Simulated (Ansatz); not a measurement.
SnH3(OSiMe3) (C3H12OSiSn), relaxed as a singlet with RKS r2SCAN-D4/def2-SVP in Ansatz, starting from the GFN2-xTB geometry. Force threshold 0.02 eV/Å.

In the def2 sets Sn takes a core potential; there is no spin–orbit coupling.

Start:

```xyz
18

C     0.436    0.355   -1.856
C     2.148   -0.003    0.748
C    -0.383    1.856    0.747
O    -0.464   -1.006    0.526
Si    0.410    0.277    0.045
Sn   -2.075   -2.054    0.318
H    -1.632   -3.303   -0.683
H    -2.381   -2.515    1.879
H    -3.243   -1.067   -0.345
H     1.013    1.200   -2.216
H    -0.571    0.446   -2.255
H     0.873   -0.547   -2.273
H     2.591   -0.909    0.351
H     2.802    0.826    0.500
H     2.120   -0.095    1.829
H    -1.388    1.997    0.360
H    -0.452    1.803    1.829
H     0.196    2.738    0.496
```

```
        step  energy (eV)  largest force component (eV/Å)  SCF passes
           1  -19056.5348                           1.001          17
           2  -19056.6915                           0.798          18
           3  -19056.7145                           0.341          20
           4  -19056.7264                           0.075          19
           5  -19056.7319                           0.286          19
           6  -19056.7356                           0.041          20
           7  -19056.7361                           0.007          20
           8  -19056.7363                           0.017          20
9 (rejected)  -19056.7360                           0.034          20
          10  -19056.7363                           0.010          13
```

Force components are those of the run's own axes.

End:

```xyz
18

C     0.4046    0.2389   -1.7745
C     2.2179    0.1275    0.7157
C    -0.3860    1.7695    0.7659
O    -0.3375   -1.1363    0.6832
Si    0.4484    0.2179    0.1080
Sn   -2.0843   -1.9825    0.2634
H    -1.7715   -3.2248   -0.8727
H    -2.6461   -2.5881    1.7587
H    -3.1180   -0.7720   -0.3791
H     0.9498    1.1074   -2.1812
H    -0.6287    0.2968   -2.1582
H     0.8677   -0.6700   -2.1939
H     2.7192   -0.7782    0.3375
H     2.8036    1.0020    0.3869
H     2.2524    0.0918    1.8167
H    -1.4313    1.8450    0.4217
H    -0.3968    1.7728    1.8685
H     0.1366    2.6823    0.4335
```

By distances, no bond broke or formed. The bond that changes most is O4–Sn6, from 1.93 to 1.99 Å (atoms count from 1).

The force fell under the threshold at step 7, but the optimiser went on. No frequencies were taken in this run, so the end may be a saddle point.

Hardware: 4 threads of Arm Neoverse V1 on a shared host. Wall time 32 s.
